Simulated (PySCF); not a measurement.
HfO, SMILES [O]=[Hf], multiplicity 1.

Geometry: B3LYP-D3(BJ)/def2-TZVPD. The multiplicity is an assumed one; other spin states were not compared. The def2 effective core potentials stand for the cores of Hf; spin–orbit coupling is left out.

These are B3LYP/def2-TZVPD (PySCF) values and carry that method's errors.

Gas-phase values at a fixed geometry.

Computed frontier levels, gap, dipole moment and polarisability:
```
Item                                                                                                            Value
---------------------------------------------------------------------------------------------  ----------------------
highest occupied level                                                                                       -5.70 eV
lowest empty level                                                                                           -2.64 eV
orbital gap                                                                                                   3.06 eV
dipole moment                                                                                               0.752 e·Å
quadrupole, principal values (traceless, Buckingham form, about the centre of nuclear charge)   -5.60, 2.80, 2.80 D·Å
mean static polarisability                                                                      83.4 bohr³ (12.36 Å³)
polarisability, principal values                                                               76.4, 86.9, 86.9 bohr³
```
